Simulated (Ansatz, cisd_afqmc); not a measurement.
Species: SrF, charge 1, singlet. SrF+ (SMILES [Sr+][F]).
B3LYP-D3(BJ)/def2-TZVP minimum from Ansatz (a quantum-chemistry and plane-wave program):
```xyz
2

Sr     0.0000     0.0000    -0.3866
F      0.0000     0.0000     1.6323
```
Charge +1, spin multiplicity 1.

Total energies in def2-QZVPP, 8 correlated electrons, 5 frozen orbitals. Radicals and triplets start from unrestricted determinants; spin-orbit coupling is neglected. Correlated methods leave the cores frozen (noble-gas shells, and filled d and f shells in the p block). Past Kr the def2 sets carry scalar-relativistic core potentials. AFQMC is phaseless with a CISD trial state; ± is one standard error, without the phaseless bias. Outlying blocks are dropped, and bars are widened where a walk drifts. Over all cases where full CI ran beside it in this data, AFQMC minus full CI had a median of +0.1 mEh and passed +0.4 mEh in a tenth of the cases. The spin of FSr+ ([F][Sr+], singlet) was assumed, and the state is the lowest solution found for it.

| method | program | energy (Eh) | minus CCSDT(Q) (mEh) |
|---|---|---|---|
| HF | Ansatz | -129.72850 | 307.97 |
| MP2 | Ansatz | -130.03304 | 3.42 |
| CCSD | Ansatz | -130.02662 | 9.85 |
| CCSD(T) | Ansatz | -130.03626 | 0.21 |
| CCSDT(Q) | Ansatz | -130.03647 | 0.00 |
| AFQMC/CISD | cisd_afqmc | -130.0364 ± 0.0004 | 0.1 ± 0.4 |

Rough core times of Ansatz's runs on a shared machine: CCSD(T) under 20 s, CCSDT(Q) 5 min.
